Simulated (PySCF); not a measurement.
YOBr, SMILES [O]=[Y][Br]. The structure is a stationary point at PBE-D3(BJ)/def2-TZVP. The def2 effective core potentials stand for the cores of Y; spin–orbit coupling is left out.

Computed equilibrium geometry at PBE-D3(BJ)/def2-TZVP (PySCF confirms it by a frequency run) as bond lengths and angles, and its point group:
point group Cs.
Atoms: Y1 O2 Br3. Bond lengths (Å): Y1–O2 1.814, Y1–Br3 2.664. Bond angles (°): O2–Y1–Br3 116.3.
